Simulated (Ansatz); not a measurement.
`C/C(O)=[N]\[SbH2]` + `O[SiH3]` → `[SiH3][O][SbH2]` + `CC(=N)O` at 298.15 K and 1 bar (ligand exchange at the Sb–N bond).

Program: Ansatz. Geometries: PBE0-D4/def2-TZVP. ΔE: electronic, gas phase. CCSD(T)/CBS is the MP2 limit (def2-TZVPP, def2-QZVPP) plus CCSD(T) − MP2 in def2-TZVPP, frozen cores. def2 core potentials past Kr. For Sb outer-core shells are correlated without core-valence functions, which leaves a few kJ/mol of doubt a bond. Each species was taken in one conformer, which may not be the lowest.

```tsv
species	CCSD(T)/CBS energy (Eh)	H − E (kJ/mol)	S (J/(mol·K))
`C/C(O)=[N]\[SbH2]`	-449.58570	224.6	367.7
`O[SiH3]`	-366.69042	113.6	257.8
`[SiH3][O][SbH2]`	-607.29789	130.6	354.2
`CC(=N)O`	-208.98810	210.3	284.7
```

H − E and S are ideal-gas, rigid-rotor, harmonic terms from PBE0-D4/def2-TZVP, for one conformer and one mirror image of each species. 1 Eh = 2625.50 kJ/mol, R = 8.31446 J/(mol·K).

Question: By hand: ΔE, ΔH, ΔS and ΔG.

Answer: ΔE = (-607.29789) + (-208.98810) − (-449.58570) − (-366.69042) = -0.00987 Eh = -25.9 kJ/mol. Δ(H − E) = 130.6 + 210.3 − 224.6 − 113.6 = 2.7, so ΔH = -23.2 kJ/mol. ΔS = 354.2 + 284.7 − 367.7 − 257.8 = 13.4 J/(mol·K). ΔG = -23.2 − 298.15 × (13.4)/1000 = -27.2 kJ/mol.

Question: By hand: the equilibrium constant, and the temperature at which ΔG would vanish if ΔH and ΔS stayed fixed.

Answer: log₁₀ K = −ΔG/(RT ln 10) = 4.8. ΔH and −TΔS have one sign here, so there is no such temperature.

The number of gas molecules stays the same, so ΔS is small and ΔH decides. A doubt of 5 kJ/mol in ΔE shifts log₁₀ K by 0.9 here. Other conformers and mirror images would add mixing entropy, several J/(mol·K) or more a flexible species. Modes under 60 cm⁻¹, often nearly free rotors, make the harmonic entropy too high. These are equilibria of isolated gas molecules and say nothing of rates. Largest T1 diagnostic: 0.015 (customary marks: 0.02 for closed shells, 0.045 for open ones).
